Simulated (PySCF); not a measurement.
A structure optimised at PBE-D3(BJ)/def2-SVP, used in a PySCF frequency run:

```xyz
7

Mo     0.0000     0.0000     0.0846
F     -1.5810    -0.9128    -0.2938
F      0.0000     1.8256    -0.2938
F      1.5810    -0.9128    -0.2938
H      0.0000    -0.9267     1.4600
H     -0.8025     0.4633     1.4600
H      0.8025     0.4633     1.4600
```
Charge 0, spin multiplicity 1.

Write its SMILES, formula and point group.

[F][MoH3]([F])[F], F3H3Mo, C3v

What are its rotational constants (standard atomic weights)?

4.6700, 4.6700, 2.6245 GHz
